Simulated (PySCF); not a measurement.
# NMR data sheet: 2-methyl-1-fluorobenzene

| Quantity | Value |
| --- | --- |
| Formula | C7H7F |
| SMILES | Cc1ccccc1F |
| Point group of the computed structure | C1 |
| Degrees of unsaturation | 4 |
| Carbon signals | 7 |
| Proton signals | 5 |

Atoms are numbered as in `[CH3:1][c:2]1[cH:3][cH:4][cH:5][cH:6][c:7]1[F:8]`. Hydrogens are named by the atom that carries them.

One computed conformer, no relativistic terms, fast rotation and ring inversion assumed for equivalent nuclei, gas phase. Geometry from PBE0-D3(BJ)/def2-SVP; GIAO B3LYP/pcSseg-1 shieldings; J couplings at B3LYP/pcJ-1 (spin–dipole term only in couplings to heteroatoms); PySCF 2.14.

δ = σ(ref) − σ, references computed at the same level: TMS for 1H and 13C; CFCl3 for 19F.

```tsv
carbon	δC, type	δH (multiplicity, J in Hz)	HMBC from (abs. J ≥ 3 Hz)	span of the C tensor (ppm)
C1	17.9, CH3	2.32 (dd, 3.5, 1.0)	H(C3)	30
C2	131.6, C	–	H(C4), H(C6), H(C1)	195
C3	136.9, CH	7.16 (m)	H(C5), H(C1)	211
C4	129.0, CH	7.00 (m)	H(C6)	228
C5	133.3, CH	7.15 (m)	H(C3)	228
C6	120.2, CH	6.96 (m)	H(C4)	188
C7	171.0, C	–	H(C3), H(C5), H(C6), H(C1)	159
```

Other nuclei:
```
atoms  nucleus    environment  δ (ppm)  σ (ppm)
   F8      19F  aryl fluorine   -116.1    288.1
```

Selected couplings (Hz, signed; the shortest-range and largest first, 30 at most; isotopes 13C, 19F, 1H): 1J(C7,F8) -310.1, 1J(C5,H(C5)) 168.8, 1J(C6,H(C6)) 168.8, 1J(C4,H(C4)) 168.2, 1J(C3,H(C3)) 165.6, 1J(C1,H(C1)) 134.7, 1J(C6,C7) 76.8, 1J(C2,C7) 73.3, 1J(C2,C3) 64.3, 1J(C5,C6) 63.5, 1J(C3,C4) 62.7, 1J(C4,C5) 62.2, 1J(C1,C2) 47.9, 2J(C6,F8) 19.0, 2J(C2,F8) 14.0, 2J(C2,C6) 4.8, 2J(C3,C7) 4.2, 2J(C1,C3) 2.6, 2J(C5,C7) 2.3, 2J(C4,C6) -1.4, 2J(C2,C4) -1.1, 3J(F8,H(C6)) 9.9, 3J(H(C5),H(C6)) 9.1, 3J(C4,C7) 8.5, 3J(H(C3),H(C4)) 8.3, 3J(H(C4),H(C5)) 8.3, 3J(C2,C5) 5.1, 3J(C5,F8) 5.1, 3J(C3,C6) 5.1, 3J(C1,F8) 4.3.

1. Carbon types of the structure: 2 × C, 4 × CH, 1 × CH3, which accounts for all hydrogens.
2. δC 171.0: aromatic carbon bearing fluorine; the electronegative substituent deshields the carbon that carries it.
3. δC 136.9, 133.3, 129.0, 120.2: aromatic CH.
4. δC 131.6: substituted aromatic carbon.
5. δH 7.16, 7.15, 7.00, 6.96: hydrogen on an aromatic CH; it sits in the deshielding region of the aromatic ring current.
6. δH 2.32: hydrogen on a methyl carbon on an aromatic ring; benzylic-type position, deshielded by the ring.

C–F couplings over four or more bonds (about 3 Hz to the para carbon of a fluoroarene) are left out. Common functionals overestimate the size of one-bond C–F couplings by tens of Hz; these are unscaled. Multiplet labels drop couplings under 1 Hz and merge nearly equal ones. Unscaled 3J(H,H) at this level run about 10 % above measured values. Shifts are as computed. Against solution values, carbons near 30 ppm lie about +2 ppm off and those near 130 ppm about +6 ppm. Of 1211 compounds with measured shifts, 218 miss one by over three times the rms of a fit or turn the order of signals round; such compounds aren't used in these exercises. Unscaled 19F shifts against computed CFCl3 carry errors that often reach 10 to 50 ppm.
